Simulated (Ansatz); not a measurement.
C3H6Cl (SMILES C[CH]CCl), doublet, at a GFN2-xTB geometry; BLYP/STO-3G (Ansatz, an electronic-structure program).

Input for Ansatz:
Ansatz 0.2 input:
```yaml
crystal:
  periodic: [false, false, false]
  atoms:
    - {symbol: C, position_ang: [0.83519170, -0.01173686, -0.93776301]}
    - {symbol: C, position_ang: [2.08474253, -0.17763721, -0.16953693]}
    - {symbol: C, position_ang: [-0.25450716, 0.77739373, -0.46643008]}
    - {symbol: H, position_ang: [0.67704263, -0.66350502, -1.78253322]}
    - {symbol: H, position_ang: [2.08522732, -1.13752773, 0.35804127]}
    - {symbol: Cl, position_ang: [-1.35014793, -0.28336693, 0.71590498]}
    - {symbol: H, position_ang: [2.94854628, -0.18908383, -0.83515052]}
    - {symbol: H, position_ang: [2.20315945, 0.61218429, 0.56844018]}
    - {symbol: H, position_ang: [0.02373643, 1.60046062, 0.18458636]}
    - {symbol: H, position_ang: [-0.97775952, 1.06659151, -1.22138880]}
basis:
  gaussian:
    orbitals: STO-3G
hamiltonian:
  xc: blyp
magnetization: {spin_polarized: true, initial_magnetization: 1}
```

The log (banner, timings and long lists left out):

```
Functional definition: BLYP
388 factors; integrals over basis functions are off by at most 3.3e-5 eV
mean field evaluation 1: about -15550.5111 eV, gradient 9.2e0 eV
mean field evaluation 2: about -15548.7195 eV, gradient 1.8e1 eV
mean field evaluation 4: about -15551.3039 eV, gradient 9.3e-1 eV
mean field evaluation 8: about -15551.2118 eV, gradient 2.2e-2 eV
mean field -15551.21175862 eV, -571.4964911392 hartree, gradient 2.1e-5 eV, S^2 0.753952; 0 other end points of the search recorded, 0 dependent functions left out
reference -15551.21201365 eV, -571.4965005117 hartree; 21, 20 occupied and 9, 10 virtual orbitals, 388 factors
Total energy: -15551.21201365 eV, -571.4965005117 hartree
```
